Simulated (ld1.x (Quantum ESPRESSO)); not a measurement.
Before and after: TM potential for aluminium (Al)

* Element: Al (Z = 13)
* Generator: ld1.x (Quantum ESPRESSO) 7.5
* Type: norm-conserving Troullier–Martins (Kleinman–Bylander form)
* Functional: LDA (PZ)
* Relativity: non-relativistic
* Frozen core: [Ne]
* Valence charge: 3
* Reference configuration: 3s2 3p1
* Partial waves: 3s (bound): rc 1.95 bohr; 3p (bound): rc 2.95 bohr
* Local potential: all-electron potential smoothed inside 1.65 bohr (lloc = -2)
* Core correction: none

All-electron outer shells of the reference configuration (LDA (PZ), non-relativistic, ld1.x):

| shell | level (eV) | outermost node (bohr) | outermost maximum (bohr) |
| --- | --- | --- | --- |
| 3s | -7.81 | 0.80 | 2.06 |
| 3p | -2.80 | 0.82 | 2.64 |

Change: scalar-relativistic.

Cutoffs: the cutoffs (Ry, on a coarse ladder) from which the occupation-weighted sum of valence levels, in a spherical-Bessel basis at the reference potential, stays within 10 and 1 mRy of its value at 400 Ry; they do not see the model core or the augmentation charge, which bear on the density cutoff. Errors are all-electron minus pseudo energies relative to the spin-unpolarised reference configuration.

Problem. What does the change do?

Solution. The potential gets neither clearly harder nor softer (10 Ry and 30 Ry → 10 Ry and 30 Ry); the errors of the 9 common tests hardly move; neither file shows a bound ghost.

| quantity | base | changed |
| --- | --- | --- |
| cutoff, loose | 10 Ry | 10 Ry |
| cutoff, tight | 30 Ry | 30 Ry |
| bound ghosts | none | none |
| error for 3s2 3p0, meV [ΔE 5.86 → 5.85 eV] | +3.7 | +3.5 |
| error for 3s1 3p0, meV [ΔE 25.20 → 25.22 eV] | +90 | +90 |
| error for 3s2 3p0.5, meV [ΔE 2.13 eV] | +0.6 | +0.5 |
| error for 3s1 3p1, meV [ΔE 11.64 → 11.67 eV] | +23 | +23 |
| error for 3s1 3p2, meV [ΔE 5.12 → 5.16 eV] | +8.0 | +8.1 |
| error for 3s0 3p3, meV [ΔE 10.44 → 10.51 eV] | +35 | +36 |
| error for 3s2 3p1.3, meV [ΔE -0.60 eV] | +0.1 | +0.1 |
| error for 3s2 3p1 (spin-polarised), meV [ΔE -0.14 eV] | +6.6 | +6.5 |
| error for 3s1 3p0 (spin-polarised), meV [ΔE 24.77 → 24.80 eV] | +224 | +224 |
| s: phases at 3.21 bohr within 0.05 rad from the reference energy up to (Ry; the scan ends near 5) | 1.1 | 1.1 |
| p: phases at 3.21 bohr within 0.05 rad from the reference energy up to (Ry; the scan ends near 5) | 1.7 | 1.7 |
